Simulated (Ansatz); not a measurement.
The lowest singlet and triplet of AsH (SMILES [AsH]); geometries from B3LYP-D3(BJ)/def2-TZVP, each state relaxed from the structure named, with no frequency check, low spin by broken symmetry.
Singlet (charge 0, multiplicity 1):
```xyz
2

As     0.0000     0.0000    -0.0452
H      0.0000     0.0000     1.4900
```
Triplet (charge 0, multiplicity 3):
```xyz
2

As     0.000     0.000    -0.045
H      0.000     0.000     1.490
```

A positive gap puts the triplet lower; no zero-point energy. R- takes a restricted singlet, here one determinant of a half-filled degenerate or near-degenerate pair, which mixes singlet states. The triplet is unrestricted in single-reference levels. Active spaces average the two states.

Frozen-core correlation. Filled d and f shells under p-block atoms count as core.

Run with Ansatz (an electronic-structure program). Each number belongs to the level named beside it.

Question: Give the gap E(singlet) − E(triplet), adiabatic at the level R-r2SCAN/def2-TZVPP.

Answer: 1.63 eV

Question: Predict the gap E(singlet) − E(triplet), adiabatic from FIC-MRCISD+Q on SA-CASSCF(6,5)/cc-pVQZ.

Answer: 0.90 eV

Question: Estimate the gap E(singlet) − E(triplet), adiabatic that R-B2PLYP/def2-TZVPP returns for this input.

Answer: 1.34 eV

Doubts at one or more of the structures used: a restricted determinant that unrestricted orbitals would lower (R-r2SCAN/def2-TZVPP, R-B2PLYP/def2-TZVPP).
